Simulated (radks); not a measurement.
Ho39+, configuration [Ar] 3d10. All-electron calculation, Dirac Kohn-Sham, relativistic LDA (MacDonald-Vosko exchange, VWN5 correlation), spin-unpolarised, spherical densities, finite nucleus; Fermi nuclear charge, rms radius 5.2022 fm. Program: a radial shooting solver on a logarithmic mesh with Libxc functionals.

Spin-orbit splittings of the eigenvalues, e(l+1/2) - e(l-1/2), with zeta = 2 splitting/(2l+1) and mean radii in bohr:

shell  occ.  splitting (eV)  zeta (eV)  <r> j=l-1/2  <r> j=l+1/2
2p        6           851.7      567.8      0.07293      0.08002
3p        6               ?          ?       0.2147       0.2272
3d       10           41.76      16.70       0.1991       0.2030
4p        0           62.85      41.90       0.4442       0.4615

Estimate the 3p splitting.

Answer. 186.5 eV (zeta = 124.3 eV).
